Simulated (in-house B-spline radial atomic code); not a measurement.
The numbers below are computed, except where a source is named.
# Ge²⁺ at several levels of theory

Ground configuration [Ar] 3d10 4s2. All numbers come from a B-spline radial code for spherical atoms, all electrons, at the radial basis limit. Mean-field, RPA, GW and linear-response runs are scalar-relativistic (one-electron X2C), no spin-orbit coupling, without Breit or QED terms, open shells spin-polarised at highest spin; the many-body runs on Dirac-Hartree-Fock orbitals are four-component, and their energies hold both.

**Ionisation energy.** The reference is 34.058 ± 0.0012 eV (NIST, measured).

```json
{"method": "minus the highest LDA VWN5 level", "value (eV)": "29.62", "minus reference (eV)": "-4.43"}
{"method": "LDA VWN5, difference of total energies", "value (eV)": "34.82", "minus reference (eV)": "+0.76"}
{"method": "minus the highest PBE level", "value (eV)": "29.24", "minus reference (eV)": "-4.82"}
{"method": "PBE, difference of total energies", "value (eV)": "34.41", "minus reference (eV)": "+0.35"}
{"method": "G0W0 on PBE", "value (eV)": "34.51", "minus reference (eV)": "+0.45"}
{"method": "exact exchange + RPA on PBE", "value (eV)": "34.51", "minus reference (eV)": "+0.45"}
{"method": "exact exchange + RPA + SOSEX on PBE", "value (eV)": "33.94", "minus reference (eV)": "-0.12"}
{"method": "minus the highest r2SCAN level", "value (eV)": "29.54", "minus reference (eV)": "-4.52"}
{"method": "r2SCAN, difference of total energies", "value (eV)": "34.04", "minus reference (eV)": "-0.01"}
{"method": "minus the highest PBE0 level", "value (eV)": "30.27", "minus reference (eV)": "-3.79"}
{"method": "PBE0, difference of total energies", "value (eV)": "34.03", "minus reference (eV)": "-0.02"}
{"method": "G0W0 on PBE0", "value (eV)": "34.39", "minus reference (eV)": "+0.33"}
{"method": "minus the highest B3LYP (VWN-RPA) level", "value (eV)": "30.30", "minus reference (eV)": "-3.75"}
{"method": "B3LYP (VWN-RPA), difference of total energies", "value (eV)": "34.49", "minus reference (eV)": "+0.44"}
{"method": "minus the highest CAM-B3LYP level", "value (eV)": "31.95", "minus reference (eV)": "-2.11"}
{"method": "minus the highest LC-wPBE level", "value (eV)": "33.25", "minus reference (eV)": "-0.81"}
{"method": "minus the highest Hartree-Fock level", "value (eV)": "32.45", "minus reference (eV)": "-1.61"}
{"method": "Hartree-Fock, difference of total energies", "value (eV)": "32.19", "minus reference (eV)": "-1.86"}
{"method": "G0W0 on Hartree-Fock", "value (eV)": "34.07", "minus reference (eV)": "+0.02"}
{"method": "MP2, difference of total energies", "value (eV)": "34.08", "minus reference (eV)": "+0.02"}
{"method": "CI + MBPT for the two outer electrons", "value (eV)": "33.95", "minus reference (eV)": "-0.10"}
{"method": "Dirac-Fock + self-energy with TDHF screening (4s1/2)", "value (eV)": "33.56", "minus reference (eV)": "-0.49"}
```

(1) Which methods come closest, and which lies farthest off?

**Static dipole polarisability and C6** of two like species, by linear response (no reference value is at hand):

```tsv
method	α (bohr³)	C6 (hartree·bohr⁶)
LDA VWN5	9.864	37.98
PBE	10.2	39.77
PBE0	10.66	41.94
B3LYP (VWN-RPA)	10.23	39.72
CAM-B3LYP	10.32	40.15
LC-wPBE	10.79	42.68
TDHF	12.01	48.69
relativistic RPA (four-component TDHF)	12	48.64
```

(2) What mean excitation energy do α and C6 imply in London's formula C6 = (3/4) α² ω?

Run times on one thread of shared hosts: mean field, RPA, SOSEX and G0W0 on PBE, for the atom and its ion, 8.7 s (Arm Neoverse N1); TDDFT with PBE, 1.6 s (Arm Neoverse N1); CI + MBPT, 200 s (Arm Neoverse N1); removal energies by the self-energy, 34 s (AMD EPYC 7571).

## Answers

(1) Closest: r2SCAN, difference of total energies (-0.01 eV) and G0W0 on Hartree-Fock (+0.02 eV). Farthest: minus the highest PBE level (-4.82 eV). The PBE level misses by -4.8 eV while the PBE energy difference misses by +0.35 eV: the semilocal potential lacks the −1/r tail and the energy is convex in the electron number, but total energies at whole numbers are far better.

(2) LDA VWN5: ω = 0.520 hartree; relativistic RPA (four-component TDHF): ω = 0.450 hartree. A method that puts the excitations lower gives a larger α and a smaller ω.
